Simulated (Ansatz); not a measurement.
C3H7NOSi can be A, `C=C1O[SiH2]C1N`, or B, `C[SiH2]C1N=CO1`.

Calculated with Ansatz (gas phase, PBE0-D4/def2-TZVP geometries, no zero-point term in ΔE). CCSD(T)/CBS adds triple-zeta CCSD(T) − MP2 to the extrapolated MP2 energy (def2 sets, frozen cores). DFT in def2-TZVPP. B3LYP here is the variant with VWN-RPA as its local correlation; programs differ in this. One conformer a species, not always the lowest.

Problem. Which is lower in electronic energy at CCSD(T)/CBS, and by how much? (Estimate.)

Solution. Ansatz gave: A, by 96.9 kJ/mol.

Problem. Give E(B) − E(A) in kJ/mol with B3LYP-D4, B3LYP, B2PLYP, PBE-D4, ωB97M-V, BLYP-D4, HF/def2-TZVPP. (Best estimate.)

Solution. Ansatz gave: B3LYP-D4 98.2, B3LYP 95.5, B2PLYP 94.2, PBE-D4 86.4, ωB97M-V 95.6, BLYP-D4 90.2, HF/def2-TZVPP 103.6. None reverses the order clearly.

Problem. Does the order hold for the free energy at 298.15 K (harmonic terms from PBE0-D4)? (Best estimate.)

Solution. Computed: Yes: G(B) − G(A) = +87.5 kJ/mol, for one conformer each.

Largest T1 diagnostic: 0.014.

From BLYP to BHLYP (50 % exact exchange), in def2-TZVPP and without D4, E(B) − E(A) moves by +19.3 kJ/mol. In def2-TZVPP, CCSD(T) changes the Hartree–Fock value by −12.6 kJ/mol (the triples alone add −4.3 kJ/mol) and MP2 by −9.3 kJ/mol.
